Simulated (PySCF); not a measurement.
C₄H₇BO. Atoms are numbered in the order given.

```xyz
13

C      0.0022     2.2678     0.0000
B     -0.0321     0.7059     0.0000
C     -1.2507    -0.3120     0.0000
C     -0.5107    -1.6183     0.0000
C      0.8032    -1.3731     0.0000
O      1.1322    -0.0338     0.0000
H     -0.5307     2.6660    -0.8797
H      1.0258     2.6684     0.0000
H     -0.5307     2.6660     0.8797
H     -1.9095    -0.1843    -0.8787
H     -1.9095    -0.1843     0.8787
H     -0.9539    -2.6148     0.0000
H      1.6480    -2.0630     0.0000
```

Geometry optimised at PBE0-D3(BJ)/def2-SVP. This is a generated structure with no PubChem entry under its InChIKey; it may be hypothetical. One conformer was computed; it need not be the lowest.

All values below come from TDA-PBE0/def2-SVPD in PySCF.

Vertical excitations. The molecule is in vacuum. State labels are in the subgroup Cs.

```csv
state,symmetry,energy (eV),λ (nm),f,main pairs
S1,A',5.75,216,0.081,HOMO→LUMO 89 %
S2,A",6.16,201,0.002,HOMO→LUMO+1 96 %
S3,A",6.78,183,0.001,HOMO−1→LUMO 97 %
S4,A",6.99,177,0.018,HOMO→LUMO+3 93 %
S5,A",7.47,166,0.001,HOMO→LUMO+4 96 %
S6,A',7.51,165,0.150,HOMO→LUMO+2 77 %
S7,A',7.95,156,0.040,HOMO−1→LUMO+1 98 %
S8,A",7.96,156,0.003,"HOMO→LUMO+5 68 %, HOMO→LUMO+6 25 %"
S9,A",8.11,153,0.000,"HOMO−1→LUMO+2 59 %, HOMO→LUMO+6 18 %, HOMO→LUMO+5 16 %"
S10,A",8.13,153,0.009,"HOMO→LUMO+6 51 %, HOMO−1→LUMO+2 32 %, HOMO→LUMO+5 11 %"
T1,A',4.00,310,0,"HOMO→LUMO 74 %, HOMO→LUMO+2 23 %"
T2,A',5.53,224,0,"HOMO→LUMO+2 72 %, HOMO→LUMO 24 %"
T3,A",6.07,204,0,HOMO→LUMO+1 94 %
T4,A",6.32,196,0,HOMO−1→LUMO 92 %
```
Triplets are in the Tamm–Dancoff approximation.
